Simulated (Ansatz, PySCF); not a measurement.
C4H10Si2, SMILES C#C[SiH2][SiH2]CC.

Geometry optimised at B3LYP-D3(BJ)/def2-SVP. The structure was generated by enumeration, and PubChem lists no compound with its InChIKey, so it may never have been made. Other conformers were not sampled.

Vertical ionisation energy (IE) and electron affinity (EA) in eV. Rows of orbital energies are one-electron estimates. Where ΔSCF, EOM or ADC give a negative EA the extra electron is unbound and the value depends on the basis.

```
level                                                                       IE     EA
------------------------------------------------------------------------  ----  -----
−ε(HOMO), −ε(LUMO), M06-2X/def2-TZVP (PySCF)                              8.64  -0.57
−ε(HOMO), −ε(LUMO), PBE/def2-TZVP (PySCF)                                 6.50   1.17
ΔSCF, CAM-B3LYP/def2-SVPD (Ansatz), final states of multiplicity 2 and 2  9.58  -1.40
ΔSCF, PBE/def2-SVPD (Ansatz), final states of multiplicity 2 and 2           ?      ?
```

### Question
Complete the blanks. (An estimate is asked for; the answer gives what the named calculation found.)

### Answer

- ΔSCF, PBE/def2-SVPD (Ansatz, a quantum-chemistry and plane-wave program), final states of multiplicity 2 and 2, IE: 9.06
- ΔSCF, PBE/def2-SVPD (Ansatz), final states of multiplicity 2 and 2, EA: -0.96

### Question
What vertical singlet–triplet gap does ΔSCF give with CAM-B3LYP/def2-SVPD (Ansatz) and with PBE/def2-SVPD (Ansatz)? (The exact figures need the calculation; the answer reports its results.)

### Answer
5.11 and 4.87 eV (triplet above singlet where positive).
